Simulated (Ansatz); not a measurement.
Gas-phase reaction in SMILES: N[Si](N)(N)F -> N[Si](N)N + F atom (the F-Si bond at the site shown breaks; other sites are not compared here)
Each molecule is optimised on its own at B3LYP-D3(BJ)/def2-TZVP (Ansatz, a program for electronic structure), one conformer each, not searched for the lowest.

Property: bond dissociation energy (electronic energy difference), in eV. Cores are frozen in the correlated levels unless marked. UHF or UKS for open shells. Spin-orbit coupling is left out. Non-relativistic. Basis-set limits of correlation are two-point, X^-3; Hartree-Fock from the larger set. [CCSD(T)-MP2]/basis is that difference in the basis named.

```json
[
 {"level": "revPBE-D3(BJ)/def2-TZVPD", "program": "Ansatz + dftd3", "bond dissociation energy (eV)": "6.70"},
 {"level": "B3LYP-D4/def2-TZVPD", "program": "Ansatz + dftd4", "bond dissociation energy (eV)": "7.00"},
 {"level": "r2SCAN0/def2-TZVPD", "program": "Ansatz", "bond dissociation energy (eV)": "(withheld)"},
 {"level": "RPA@PBE/cc-pV(T+d)Z", "program": "Ansatz", "bond dissociation energy (eV)": "(withheld)"},
 {"level": "SCS-MP2/STO-3G", "program": "Ansatz", "bond dissociation energy (eV)": "4.31"},
 {"level": "RI-MP2/CBS(cc-pV(T+d)Z,cc-pV(Q+d)Z)+[CCSD(T)-MP2]/cc-pV(T+d)Z", "program": "Ansatz", "bond dissociation energy (eV)": "(withheld)"}
]
```

### Question
Complete the blanks.

### Answer

- r2SCAN0/def2-TZVPD, bond dissociation energy (eV): 6.89
- RPA@PBE/cc-pV(T+d)Z, bond dissociation energy (eV): 6.63
- RI-MP2/CBS(cc-pV(T+d)Z,cc-pV(Q+d)Z)+[CCSD(T)-MP2]/cc-pV(T+d)Z, bond dissociation energy (eV): 7.34
